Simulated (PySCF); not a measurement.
A survey of 33S NMR shifts

Calculated, not measured (PySCF): coordinates at the GFN2-xTB level, σ from GIAO-PBE0/pcSseg-1. A single conformation, non-relativistic Hamiltonian, gas phase, rapidly exchanging positions averaged.

Shieldings were converted by a linear fit to measured shifts: 33S: δ = 158.28 − 0.937σ (rms 33.3 ppm, 20 shifts vs sulfate, solution or neat liquid). Occasional misses reach two or three times the rms, and more in compound classes unlike the fitted ones.

Task: Give the 33S shifts of `CCS[C@@H]1C[Si@H]1C(=O)O`, `CS[Si@H](OC=O)C1CC1`, `O=c1ccsc(S)c1`.

Result: 
```csv
compound,environment,δ (ppm)
CCS[C@@H]1C[Si@H]1C(=O)O,sulfide sulfur,-286
CS[Si@H](OC=O)C1CC1,"sulfur bonded to C, Si",-483
[O:1]=[c:2]1[cH:3][cH:4][s:5][c:6]([SH:7])[cH:8]1,S5: ring sulfur,-187
[O:1]=[c:2]1[cH:3][cH:4][s:5][c:6]([SH:7])[cH:8]1,S7: thiol sulfur,-283
```

Task: Match the shifts 250, -39, -314, -486 ppm to `C=C(Cl)[C@@H]1CS[SiH2]1`, `CSCC#C[SiH2]Cl`, `O=S(=O)(O)C(F)(F)F`, `FC(F)(F)c1nnsc1[SiH3]`.

Result: 250: FC(F)(F)c1nnsc1[SiH3] (aromatic ring sulfur); -39: O=S(=O)(O)C(F)(F)F (sulfonyl sulfur); -314: CSCC#C[SiH2]Cl (sulfide sulfur); -486: C=C(Cl)[C@@H]1CS[SiH2]1 (sulfur bonded to C, Si, in a 4-membered ring).
